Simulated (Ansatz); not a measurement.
Geometry optimisation, RKS r2SCAN-D4/def2-SVPD in Ansatz 0.2.0.

Input file:

```yaml
crystal:
  periodic: [false, false, false]
  atoms:
    - { symbol: B, position_ang: [-0.32499, 1.37394, -0.21925] }
    - { symbol: B, position_ang: [-0.12481, -0.23291, -0.33098] }
    - { symbol: C, position_ang: [0.48776, -1.12059, 0.63073] }
    - { symbol: Cl, position_ang: [-0.7543, -1.12431, -1.89543] }
    - { symbol: H, position_ang: [-0.82897, 2.08423, -1.03383] }
    - { symbol: H, position_ang: [0.04028, 1.97858, 0.74393] }
    - { symbol: H, position_ang: [0.89349, -0.76134, 1.57527] }
    - { symbol: H, position_ang: [0.61153, -2.1976, 0.52956] }
total_charge: -1
basis:
  gaussian: { orbitals: def2-SVPD }
hamiltonian:
  xc: r2scan
  dispersion: d4
relax:
  f_tol: 0.015
  max_steps: 40
```

Run as:

```bash
$ ansatz run input.yaml --threads 2 --pin off --max-ram 3072MiB --backend cpu --events-out ev --progress --plain --runs-dir out
```

Where does it end, and by what steps?

The forces met the threshold. After 5 steps the energy has fallen by 0.074 eV; H7 moved furthest, 0.09 Å.

| step | energy less start (eV) | largest force component (eV/Å) | accepted |
| --- | --- | --- | --- |
| 0 | 0.0000 | 0.661 | yes |
| 1 | -0.0674 | 0.188 | yes |
| 2 | -0.0731 | 0.099 | yes |
| 3 | -0.0735 | 0.096 | yes |
| 4 | -0.0688 | 0.221 | no |
| 5 | -0.0743 | 0.004 | yes |

```xyz
8
Properties=species:S:1:pos:R:3
B -0.323 1.368 -0.216
B -0.139 -0.279 -0.371
C 0.492 -1.121 0.641
Cl -0.783 -1.137 -1.964
H -0.837 2.122 -1.030
H 0.080 1.928 0.797
H 0.874 -0.672 1.568
H 0.636 -2.209 0.576
```

Whether the end is a true minimum wasn't checked by a vibrational analysis.

Time of the run: 11 s on 2 threads of Intel(R) Xeon(R) 6975P-C (Granite Rapids) (shared host), peak memory 0.17 GiB.
